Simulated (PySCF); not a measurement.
# Trend along the halogens: MAl cations

CCSD(T) with triple-zeta basis sets in PySCF, for the lowest determinant that a PBE0 search found; no spin–orbit coupling. De refers to high-spin ground-configuration atoms (the charge goes to the atom of lower measured ionisation energy or higher electron affinity, which is not always the lowest computed limit).

| M | basis | reference, frozen orbitals | charged atom | state (unpaired electrons) | Re (Å) | ωe (cm⁻¹) | De (eV) |
| --- | --- | --- | --- | --- | --- | --- | --- |
| F | def2-TZVPPD | UHF, 6 | Al+ | doublet (σ ↑) | 1.605 | 941 | 3.18 |
| Cl | def2-TZVPPD | UHF, 10 | Al+ | doublet (σ ↑) | 2.031 | 602 | 1.84 |
| Br | def2-TZVPPD | UHF, 14 | Al+ | doublet (σ ↑) | 2.186 | 469 | 1.48 |

The shortest bond is that of AlF⁺ (1.605 Å), the longest that of AlBr⁺ (2.186 Å). AlF⁺ is bound most strongly (3.18 eV) and AlBr⁺ least (1.48 eV).

Down a group the atoms grow and get heavier, so bonds lengthen and wavenumbers fall; this series shows no clear exception.

Correlated steps freeze the inner cores (6 to 14 orbitals); shallow outer-core shells are correlated. Spin–orbit coupling is left out. For an ion De counts to the pair picked by the measured ionisation energies or electron affinities, which need not be the lowest pair at this level. States were picked by a PBE0 search and need not be the measured ground states.
